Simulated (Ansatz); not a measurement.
System: SiF2, charge 0, multiplicity 1. SMILES: F[Si]F
Geometry: optimised at B3LYP-D3(BJ)/def2-TZVP (Ansatz, a quantum-chemistry and plane-wave program).

Atomisation energy built up term by term with Ansatz (kcal/mol; UHF references for open shells; valence terms freeze the core; atomic spin-orbit terms are left out). CBS(X,Y): correlation extrapolated as X^-3; Hartree-Fock from the larger set.

The Hartree-Fock reference is unstable (checked in the largest basis), which strains HF and MP2. 

```csv
term,basis,kcal/mol
Hartree-Fock,aug-cc-pV(Q+d)Z,213.28
CCSD correlation,"CBS(aug-cc-pV(T+d)Z,aug-cc-pV(Q+d)Z)",…
(T),"CBS(aug-cc-pV(T+d)Z,aug-cc-pV(Q+d)Z)",…
core correlation,cc-pwCVTZ,0.46
scalar relativity (X2C),cc-pVTZ-DK against cc-pVTZ,-0.58
sum: De,,…
```

Question: Complete the blanks.

Answer: 
- CCSD correlation, kcal/mol: 79.49
- (T), kcal/mol: 6.88
- sum: De, kcal/mol: 299.5
